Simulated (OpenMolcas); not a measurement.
Fe3+: effect of the IPEA shift

- Program: OpenMolcas
- Basis: ANO-RCC-VTZP [6s5p3d2f1g]
- Scalar Hamiltonian: DKH2, point nucleus
- Active space: 5 electrons in 9 orbitals (RAS2 3d 4s; RAS3 4p, at most 2 electrons)
- State averaging: 2S+1 = 6 even, 6 roots; 2S+1 = 4 even, 50 roots kept (CI in the orbitals of an earlier block); 2S+1 = 2 even, 75 roots kept (CI in the orbitals of an earlier block); 2S+1 = 6 odd, 7 roots (0 in the spin-orbit step); 2S+1 = 4 odd, 3 roots kept (CI in the orbitals of an earlier block, 0 in the spin-orbit step)
- Spin-orbit coupling: RASSI with atomic mean-field integrals over the reference wave functions, term energies averaged over their components

Methods on the same reference wave functions:
A. RASSCF
B. MS-RASPT2, IPEA 0 Eh, imaginary shift 0.1 Eh (closed shells correlated: 3s 3p)
C. MS-RASPT2, IPEA 0.25 Eh, imaginary shift 0.1 Eh (closed shells correlated: 3s 3p)

Energies in cm⁻¹ above 3d⁵ ⁶S_5/2, the measured ground level; measured values from Corliss and Sugar, J. Phys. Chem. Ref. Data 11, 135 (1982).

| Level | A | B | C | Measured |
| --- | --- | --- | --- | --- |
| 3d⁵ ⁶S_5/2 | 0.0 | 0.0 | 0.0 | 0.0 |
| 3d⁵ ⁴G_5/2 | 39336 | 32970 | 33050 |  |
| 3d⁵ ⁴G_7/2 | 39366 | 33010 | 33080 |  |
| 3d⁵ ⁴G_11/2 | 39374 | 33020 | 33100 | 32246 |
| 3d⁵ ⁴G_9/2 | 39383 | 33030 | 33110 |  |
| 3d⁵ ⁴P_5/2 | 44883 | 36030 | 36290 | 35254 |
| 3d⁵ ⁴P_3/2 | 44963 | 36130 | 36390 | 35333 |
| 3d⁵ ⁴P_1/2 | 45054 | 36240 | 36510 | 35407 |
| 3d⁵ ⁴D_7/2 | 48813 | 39240 | 39430 | 38779 |
| 3d⁵ ⁴D_1/2 | 48905 | 39350 | 39540 | 38897 |
| 3d⁵ ⁴D_3/2 | 48973 | 39430 | 39630 |  |
| 3d⁵ ⁴D_5/2 | 48988 | 39450 | 39650 |  |
| 3d⁵ ²I_11/2 | 56194 | 48300 | 48560 |  |
| 3d⁵ ²I_13/2 | 56266 | 48400 | 48660 |  |
| 3d⁵ ²D_5/2(1) [69 %] | 62621 | 50410 | 50920 | 49542 |
| 3d⁵ ²D_3/2(1) | 63315 | 50980 | 51480 | 50051 |
| 3d⁵ ²F_7/2(1) | 64603 | 52660 | 53190 | 51394 |
| 3d⁵ ⁴F_9/2 | 65712 | 53450 | 53720 | 52621 |
| 3d⁵ ⁴F_7/2 | 65773 | 53520 | 53790 | 52695 |
| 3d⁵ ⁴F_3/2 | 65976 | 53720 | 54000 |  |
| 3d⁵ ²H_9/2 [71 %] | 68731 | 57250 | 57710 | 56058 |
| 3d⁵ ²H_11/2 | 69002 | 57790 | 58240 | 56369 |
| 3d⁵ ²G_7/2(1) | 71178 | 58260 | 58740 | 57408 |
| 3d⁵ ²G_9/2(1) [70 %] | 71403 | 58730 | 59200 | 57721 |

Deviations, from unrounded energies. A percentage is the sum of absolute deviations over the sum of measured energies, with the sign that they share, or ± where signs differ.

| Against measurement | Levels | A | B | C |
| --- | --- | --- | --- | --- |
| mean absolute deviation (cm-1) | 15 | 12000 | 890 | 1200 |
| other terms of the ground configuration (%) | 15 | +24.9 | +1.9 | +2.6 |

B lies closest to measurement on these levels and A furthest from it. The largest miss of B in the table is 3d⁵ ²H_11/2, by +1400 cm-1. The ranking rests on the paired levels alone, and a cruder setting can come out closer through cancelling errors.

Between B and C the level of the table that moves most is 3d⁵ ²F_7/2(1), by 520 cm-1 (lowest in B, highest in C). Moves below CASPT2's spread within the term are not significant.

The mean deviations of B to C differ by less than CASPT2's widest spread within a term (420 cm-1), so their order carries little weight.

From A to B the spin-free energies of the other terms of 3d⁵ shown, above ⁶S, scale by factors of 0.80 to 0.86, as is usual when dynamic correlation screens the repulsion within a d or f shell.

The lowest spin-free term lies below A's lowest term by 0.419 hartree in B, 0.410 hartree in C.

CASPT2 breaks the degeneracy within a term, and the mean is taken; among the terms shown or strongly mixed into the levels shown the widest spread is 420 cm-1 (3d⁵ ⁴F, C). Over all roots computed the reference weight is 0.90 to 0.96 in B, 0.90 to 0.96 in C; the roots of lowest weight are the least certain, and an intruder state may touch them. Some high roots are left out of the spin-orbit mixing, which shifts the levels that they would mix with. Terms from blocks run as CI alone lack orbitals of their own. Without dynamic correlation excited terms often stand tens of per cent too high (terms of higher spin than the ground term too low), and those without a measured partner can miss by more than the paired ones (holds for A). Some levels mix across a computed gap that differs much from the measured one, so their mixing is not that of the real levels (holds for A). Blocks of more than 70 roots (2S+1 = 2 even) ran without multistate coupling (holds for B; C). Computed and measured levels are paired by configuration, term and J; levels that our copy of the source lacks, or whose pairing is in doubt (as where it misses far off the trend of its configuration), stay unpaired and out of the deviations. Only configurations of the active space appear. Levels that lie high or do not pair safely by name in every column are left out.

A share in square brackets marks a mixed level and gives the weight of the term that names it, the lowest over the columns. A number in round brackets counts repeated terms of one configuration in the order of the reference energies.
